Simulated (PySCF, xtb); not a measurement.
Te(GeH3)(OSiH3) (GeH6OSiTe), SMILES [SiH3]O[Te][GeH3]. The values are those of a single conformer.

Harmonic wavenumbers (cm⁻¹) from xtb 6.7.1 with GFN2-xTB at its own minimum, in rising order: 51, 86, 107, 140, 155, 254, 406, 440, 447, 602, 626, 735, 762, 793, 830, 847, 866, 941, 1890, 1977, 2006, 2169, 2212, 2328.

### Question
What does PBE-D3(BJ)/def2-SVP (PySCF 2.14.0) give at its own minimum? (The exact figures need the calculation; the answer reports its results.)

### Answer
50, 71, 83, 138, 153, 225, 460, 470, 482, 682, 691, 752, 827, 845, 855, 897, 910, 949, 2068, 2092, 2093, 2145, 2151, 2178. Paired by order, the mean absolute difference is 51 cm⁻¹ and the zero-point energies are 31.0 and 31.8 kcal/mol.
